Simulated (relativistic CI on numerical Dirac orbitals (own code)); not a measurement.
## Line list: Electric-dipole lines, Cu⁶⁺

Computed by Dirac-Coulomb-Breit CI, separate exchange-only KLI orbitals for each configuration, model QED (radiative potential, 1s self-energy scaled to tabulated hydrogen-like ionisation energies), unscaled Slater integrals (own radial code, finite nucleus).

Configuration list (outside the closed core [Ne]): 3s2 3p6 3d5, 3s2 3p5 3d6, 3s2 3p6 3d4 4s, 3s2 3p6 3d4 4p, 3s 3p6 3d6, 3s2 3p6 3d4 4d, 3s2 3p6 3d4 5s, 3s2 3p6 3d4 4f, 3s2 3p6 3d4 5p, 3s2 3p6 3d4 5d, 3s2 3p6 3d4 5f, 3s2 3p6 3d4 5g, 3s2 3p6 3d3 4s 4p, 3s2 3p6 3d3 4s2, 3s2 3p6 3d2 4s2 4p, 3s2 3p6 3d2 4s2 4d, 3s2 3p6 3d2 4s2 5s, 3p6 3d7, 3p5 3d8. Double excitations out of closed p, d and f shells are left out; levels of such configurations are missing from the list, as are those of other unlisted configurations, and high levels can miss mixing partners.

```tsv
λ vac (nm)	Lower	Upper	A (s⁻¹)	gf	Branching (%)
20.063	3s2 3p6 3d5 6S_5/2 [1]	3s2 3p6 3d4 4p 6P°_7/2 [96]	2.31e+10	1.12e+00	92.4
20.080	3s2 3p6 3d5 6S_5/2 [1]	3s2 3p6 3d4 4p 6P°_5/2 [95]	2.24e+10	8.14e-01	90.8
20.089	3s2 3p6 3d5 6S_5/2 [1]	3s2 3p6 3d4 4p 6P°_3/2 [94]	2.20e+10	5.33e-01	89.9
20.269	3s2 3p6 3d5 4G_11/2 [2]	3s2 3p6 3d4 4p 4F°_9/2 [151]	1.72e+10	1.06e+00	74.8
20.287	3s2 3p6 3d5 4G_9/2 [4]	3s2 3p6 3d4 4p 4F°_7/2 [149]	1.69e+10	8.35e-01	73.0
20.311	3s2 3p6 3d5 4G_11/2 [2]	3s2 3p6 3d4 4p 4G°_11/2 [148]	6.38e+09	4.73e-01	59.1
20.322	3s2 3p6 3d5 4G_7/2 [5]	3s2 3p6 3d4 4p 4F°_5/2 [147]	1.19e+10	4.43e-01	59.6
20.359	3s2 3p6 3d5 4G_9/2 [4]	3s2 3p6 3d4 4p 4G°_9/2 [145]	1.16e+10	7.18e-01	73.1
20.385	3s2 3p6 3d5 4G_7/2 [5]	3s2 3p6 3d4 4p 4G°_7/2 [143]	1.60e+10	7.99e-01	74.5
20.400	3s2 3p6 3d5 4G_5/2 [3]	3s2 3p6 3d4 4p 4G°_5/2 [142]	1.85e+10	6.92e-01	76.3
20.443	3s2 3p6 3d5 4G_9/2 [4]	3s2 3p6 3d4 4p 2G°_9/2 [141]	5.89e+09	3.69e-01	45.9
20.516	3s2 3p6 3d5 4G_11/2 [2]	3s2 3p6 3d4 4p 4G°_11/2 [135]	1.42e+10	1.07e+00	74.5
20.736	3s2 3p6 3d5 4G_11/2 [2]	3s2 3p6 3d4 4p 4H°_13/2 [126]	4.58e+09	4.14e-01	73.0
20.740	3s2 3p6 3d5 2I_11/2 [13]	3s2 3p6 3d4 4p 2I°_11/2 [191]	1.68e+10	1.30e+00	77.6
20.773	3s2 3p6 3d5 2I_13/2 [14]	3s2 3p6 3d4 4p 2I°_13/2 [190]	1.30e+10	1.17e+00	75.9
21.116	3s2 3p6 3d5 2I_13/2 [14]	3s2 3p6 3d4 4p 2H°_11/2 [164]	1.19e+10	9.52e-01	56.7
21.177	3s2 3p6 3d5 2I_11/2 [13]	3s2 3p6 3d4 4p 2H°_9/2 [157]	1.05e+10	7.09e-01	56.7
21.698	3s2 3p6 3d5 4G_11/2 [2]	3s2 3p6 3d4 4p 4F°_9/2 [116]	1.08e+10	7.66e-01	64.6
21.740	3s2 3p6 3d5 4G_9/2 [4]	3s2 3p6 3d4 4p 4F°_7/2 [115]	1.09e+10	6.19e-01	62.3
21.765	3s2 3p6 3d5 4G_7/2 [5]	3s2 3p6 3d4 4p 4F°_5/2 [114]	1.11e+10	4.71e-01	62.5
21.779	3s2 3p6 3d5 4G_5/2 [3]	3s2 3p6 3d4 4p 4F°_3/2 [113]	1.23e+10	3.51e-01	69.9
94.572	3s2 3p6 3d4 4s 4D_7/2 [46]	3s2 3p6 3d4 4p 4D°_7/2 [122]	1.95e+09	2.10e+00	9.2
95.434	3s2 3p6 3d4 4s 6D_9/2 [42]	3s2 3p6 3d4 4p 6D°_9/2 [110]	1.35e+09	1.84e+00	38.1
98.679	3s2 3p6 3d4 4s 4G_11/2 [63]	3s2 3p6 3d4 4p 4H°_13/2 [177]	1.64e+09	3.35e+00	28.0
99.040	3s2 3p6 3d4 4s 4H_13/2 [50]	3s2 3p6 3d4 4p 4I°_15/2 [139]	1.99e+09	4.68e+00	99.4
99.192	3s2 3p6 3d4 4s 2I_13/2 [70]	3s2 3p6 3d4 4p 2K°_15/2 [199]	1.99e+09	4.69e+00	50.6
99.482	3s2 3p6 3d4 4s 4G_9/2 [62]	3s2 3p6 3d4 4p 4H°_11/2 [171]	1.25e+09	2.23e+00	12.9
99.716	3s2 3p6 3d4 4s 4H_11/2 [49]	3s2 3p6 3d4 4p 4I°_13/2 [136]	1.81e+09	3.77e+00	65.9
100.36	3s2 3p6 3d4 4s 4F_9/2 [56]	3s2 3p6 3d4 4p 4G°_11/2 [148]	1.30e+09	2.35e+00	12.0
100.54	3s2 3p6 3d4 4s 4H_13/2 [50]	3s2 3p6 3d4 4p 4G°_11/2 [135]	1.09e+09	1.99e+00	5.7
100.73	3s2 3p6 3d4 4s 4H_9/2 [48]	3s2 3p6 3d4 4p 4I°_11/2 [132]	1.62e+09	2.95e+00	40.6
100.90	3s2 3p6 3d4 4s 6D_9/2 [42]	3s2 3p6 3d4 4p 6F°_11/2 [101]	1.91e+09	3.49e+00	99.6
101.01	3s2 3p6 3d4 4s 2I_11/2 [71]	3s2 3p6 3d4 4p 2K°_13/2 [192]	1.41e+09	3.02e+00	16.2
101.94	3s2 3p6 3d4 4s 6D_7/2 [41]	3s2 3p6 3d4 4p 6F°_9/2 [97]	1.34e+09	2.09e+00	67.7
102.01	3s2 3p6 3d4 4s 4H_7/2 [47]	3s2 3p6 3d4 4p 4I°_9/2 [128]	1.58e+09	2.46e+00	46.3
102.33	3s2 3p6 3d4 4s 2H_9/2 [58]	3s2 3p6 3d4 4p 2I°_11/2 [152]	1.31e+09	2.46e+00	14.7
103.06	3s2 3p6 3d4 4s 6D_9/2 [42]	3s2 3p6 3d4 4p 6P°_7/2 [96]	1.49e+09	1.90e+00	6.0
103.11	3s2 3p6 3d4 4s 2H_11/2 [60]	3s2 3p6 3d4 4p 2I°_13/2 [150]	1.54e+09	3.43e+00	17.6
103.68	3s2 3p6 3d4 4s 2I_11/2 [71]	3s2 3p6 3d4 4p 2I°_11/2 [191]	1.50e+09	2.89e+00	6.9
104.06	3s2 3p6 3d4 4s 4D_5/2 [45]	3s2 3p6 3d4 4p 4F°_7/2 [115]	1.49e+09	1.94e+00	8.5
104.28	3s2 3p6 3d4 4s 2I_13/2 [70]	3s2 3p6 3d4 4p 2I°_13/2 [190]	1.25e+09	2.84e+00	7.3
104.51	3s2 3p6 3d4 4s 4D_7/2 [46]	3s2 3p6 3d4 4p 4F°_9/2 [116]	1.51e+09	2.47e+00	9.0
106.06	3s2 3p6 3d4 4s 4H_13/2 [50]	3s2 3p6 3d4 4p 4H°_13/2 [126]	1.46e+09	3.44e+00	23.2
106.63	3s2 3p6 3d4 4s 4H_11/2 [49]	3s2 3p6 3d4 4p 4H°_11/2 [125]	1.34e+09	2.74e+00	23.4
106.95	3s2 3p6 3d4 4s 4H_9/2 [48]	3s2 3p6 3d4 4p 4H°_9/2 [124]	1.27e+09	2.18e+00	22.6
```

Terms are leading LS components. Brackets give the number of a level in order of energy, since labels repeat. The list gives strong lines, with weight on those to low levels, without lines whose two gauges differ by over a factor of 2.5, among the lowest 200 of 2823 levels, so that lines to higher ones, which can be the strongest, are missing. Levels whose partners in the same complex of configurations lie outside the list can be far off, and so can their lines. Rates are taken at the computed energies, electric ones in the length gauge.

At this charge configurations can still be misplaced by up to about 7 % of their energy. Terms inside the open d or f shell come out 10 to 20 % too wide with unscaled integrals. 54 of the 69 excited levels that our extract of the measured tables holds in this range could be paired (the sources list more); they are missed by 5508 cm⁻¹ on average and 18496 at most, and levels without a partner can miss by more.

Problem. From the table, what is the radiative lifetime of 3s2 3p6 3d4 4p 6P°_7/2?

Solution. The listed rates from this level add up to about 2.46e+10 s⁻¹, 98 % of its decay; with all channels τ = 4.00e-11 s.

LS names give the leading component of a level, which can be under half, so a name can repeat, a term be missing and a line seem to break the LS rules.
